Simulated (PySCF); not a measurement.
# MZn cations for M along the halogens

CCSD(T) with triple-zeta basis sets in PySCF, for the lowest determinant that a PBE0 search found; no spin–orbit coupling. De refers to high-spin ground-configuration atoms (the charge goes to the atom of lower measured ionisation energy or higher electron affinity, which is not always the lowest computed limit).

```json
{"M": "F", "basis": "def2-TZVPPD", "reference, frozen orbitals": "RHF, 6", "charged atom": "Zn+", "state (unpaired electrons)": "singlet (closed shell)", "Re (Å)": "1.715", "ωe (cm⁻¹)": "719", "De (eV)": "2.93"}
{"M": "Cl", "basis": "def2-TZVPPD", "reference, frozen orbitals": "RHF, 10", "charged atom": "Zn+", "state (unpaired electrons)": "singlet (closed shell)", "Re (Å)": "2.064", "ωe (cm⁻¹)": "461", "De (eV)": "2.50"}
{"M": "Br", "basis": "def2-TZVPPD", "reference, frozen orbitals": "RHF, 14", "charged atom": "Zn+", "state (unpaired electrons)": "singlet (closed shell)", "Re (Å)": "2.201", "ωe (cm⁻¹)": "337", "De (eV)": "2.34"}
```

The shortest bond is that of ZnF⁺ (1.715 Å), the longest that of ZnBr⁺ (2.201 Å).

Down a group the atoms grow and get heavier, so bonds lengthen and wavenumbers fall; this series shows no clear exception.

Correlated steps freeze the inner cores (6 to 14 orbitals); shallow outer-core shells are correlated. For an ion De counts to the pair picked by the measured ionisation energies or electron affinities, which need not be the lowest pair at this level. Where the molecule has an RHF reference, its open-shell atoms are computed with UHF.
